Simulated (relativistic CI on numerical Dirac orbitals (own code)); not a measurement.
**Fe2+ in a cubic cluster: 2p photoemission with charge transfer**

Computed with a charge-transfer multiplet model of a cubic metal-ligand cluster with up to 2 ligand holes, Slater and spin-orbit integrals from Dirac-Coulomb-Breit ions, Slater integrals scaled by 0.7. The ground state mixes d6 with configurations of k ligand holes L, whose averages lie at kΔ + k(k − 1)U_dd/2; a core hole lowers each added d electron by U_cd. 300 K, Lorentzian 0.6 eV and Gaussian 0.8 eV FWHM.

Atomic integrals in eV (Slater integrals scaled, ζ unscaled), ground: F2dd 7.632, F4dd 4.739, zeta_d 0.049; with the core hole: F2dd 8.932, F4dd 5.587, zeta_d 0.075, zeta_core 8.130, F2cd 5.236, G1cd 3.950, G3cd 2.245.

Cluster parameters (eV): Δ = 3.6, U_cd = 8.2, 10Dq = 1.55, 10Dq(ligand) = 0.7, V(eg) = 2.3, V(t2g) = -1.05, final-state hopping factor = 1.

```csv
Case,n_d,d6,d7L,d8L2,S
U_dd = 4.4 eV,6.47,0.58,0.38,0.05,0.01
U_dd = 6.5 eV,6.44,0.59,0.37,0.04,0.01
U_dd = 7.2 eV,6.43,0.60,0.37,0.03,0.01
```

Weights, n_d and S are thermal averages at 300 K. Binding energies count from the first peak over 30 % of the highest in each spectrum, which can be another peak from case to case. The parameters are a model scan and need not match a compound or its usual spin state. Peaks in eV (height, largest 100):
- U_dd = 4.4 eV: 0.0 (100), 2.7 (11), 9.3 (24), 12.7 (52), 22.0 (13)
- U_dd = 6.5 eV: 0.0 (100), 2.8 (11), 9.6 (19), 12.7 (51), 22.4 (11)
- U_dd = 7.2 eV: 0.0 (100), 2.8 (11), 9.7 (18), 12.7 (51), 22.6 (10)

For the case U_dd = 6.5 eV, Δ = 3.6 eV is smaller than U_dd = 6.5 eV, the charge-transfer side of the Zaanen-Sawatzky-Allen scheme. With the core hole the average of the configuration with one ligand hole lies at Δ − U_cd = -4.6 eV before mixing: the effective hopping of about 4.3 eV (from the holes of the mixed ground state) is comparable with this gap or larger, so the configurations mix strongly.

With at most 2 ligand holes the space is cut while the next configuration still counts, so covalency is underestimated, and a final configuration with one more ligand hole, which can lie low, is missing from the spectra.
